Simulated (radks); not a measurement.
Problem. Coherent X-ray form factor from a spherical all-electron density. Calculated with a radial shooting solver on a logarithmic mesh with Libxc functionals: scalar-relativistic Kohn-Sham, exchange-only LDA, spin-polarised, spherical densities, point nucleus.

sin(theta)/lambda (1/angstrom)  f0 (electrons)
0.05                                     7.976
0.1                                      7.904
0.15                                     7.786
0.2                                      7.626
0.25                                     7.427
0.3                                      7.194
0.4                                      6.649
0.5                                      6.036
0.6                                      5.401
0.8                                      4.200
1                                        3.229
1.25                                     2.392
1.5                                      1.889
2                                        1.418

The species is in the configuration that NIST lists as its ground one. Which atom or ion scatters so?

Solution. The sulfur ion S8+, [He] 2s2 2p4. Extrapolating in s^2 from the first two rows gives f0(0) = 8.0, near the electron count 8; among species with that count, the fall with angle is slower the higher Z, and the table is that of Z = 16; from so few rows the species is fixed only to a neighbour or two.
